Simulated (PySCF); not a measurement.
C₄H₁₂Mo, SMILES [CH3][Mo]([CH3])([CH3])[CH3], multiplicity 1. Geometry optimised at B3LYP-D3(BJ)/def2-SVP. The multiplicity is an assumed one; other spin states were not compared. The def2 effective core potentials stand for the cores of Mo; spin–orbit coupling is left out.

Computed with B3LYP-D3(BJ)/def2-SVP (PySCF).

Harmonic wavenumbers (cm⁻¹): 85, 106, 136, 136, 146, 249, 252, 257, 257, 265, 397, 397, 428, 578, 578, 578, 591, 645, 691, 691, 760, 1166, 1172, 1172, 1185, 1341, 1345, 1345, 1348, 1419, 1419, 1424, 1425, 2921, 2924, 2924, 2926, 3035, 3035, 3037, 3038, 3070, 3073, 3077, 3077. Rotational constants (GHz): 2.774, 2.514, 2.514; symmetry number 4.

### Question
Work out the zero-point energy and the ideal-gas rigid-rotor harmonic-oscillator thermochemistry at 298.15 K and 1 atm.

### Answer
ZPE = ½ Σ hcν = ½ × 60120 cm⁻¹ = 85.95 kcal/mol. H − E(el) = 93.37 kcal/mol. Entropy in cal/(mol K): translation 41.05, rotation 24.55, vibration 30.36, total 95.96. G − E(el) = 64.76 kcal/mol. Cp = 40.15 cal/(mol K). Modes under 150 cm⁻¹ make the vibrational entropy uncertain.
